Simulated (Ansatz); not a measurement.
`[SiH3][Zn][GaH2]` and `[F][Zn][GaH2]` differ in one atom or group.

Ansatz, PBE0-D4/def2-TZVP geometries, multiplicity 1. 

Scalar relativity is left out up to krypton.

```json
{"property": "LUMO energy (PBE/def2-TZVPP) / eV", "`[SiH3][Zn][GaH2]`": "-3.22"}
{"property": "HOMO energy (B3LYP/def2-TZVPP) / eV", "`[SiH3][Zn][GaH2]`": "-6.23"}
{"property": "size of the dipole moment (PBE/def2-TZVPP) / D", "`[SiH3][Zn][GaH2]`": "0.22"}
{"property": "LUMO energy (PBE0/def2-TZVPP) / eV", "`[SiH3][Zn][GaH2]`": "-2.48"}
{"property": "HOMO–LUMO gap (PBE0/def2-TZVPP) / eV", "`[SiH3][Zn][GaH2]`": "3.94"}
{"property": "HOMO–LUMO gap (PBE/def2-TZVPP) / eV", "`[SiH3][Zn][GaH2]`": "2.29"}
```

(1) Give the same properties after the change, and the shifts. (Best estimate.)

Answers

(1) Computed: 
```tsv
property	`[F][Zn][GaH2]`	shift
LUMO energy (PBE/def2-TZVPP) / eV	-3.46	-0.24
HOMO energy (B3LYP/def2-TZVPP) / eV	-7.66	-1.43
size of the dipole moment (PBE/def2-TZVPP) / D	2.70	2.48
LUMO energy (PBE0/def2-TZVPP) / eV	-2.70	-0.22
HOMO–LUMO gap (PBE0/def2-TZVPP) / eV	5.11	1.17
HOMO–LUMO gap (PBE/def2-TZVPP) / eV	3.36	1.07
```

With PBE0 the HOMO falls by 1.39 eV and the LUMO falls by 0.22 eV, so the gap widens by about 1.17 eV. PBE moves the HOMO by -1.30 eV and ωB97M-V by -1.53 eV. Dipoles are sizes alone; their direction can turn.

B3LYP here is the variant with VWN-RPA as its local correlation; programs differ in this.
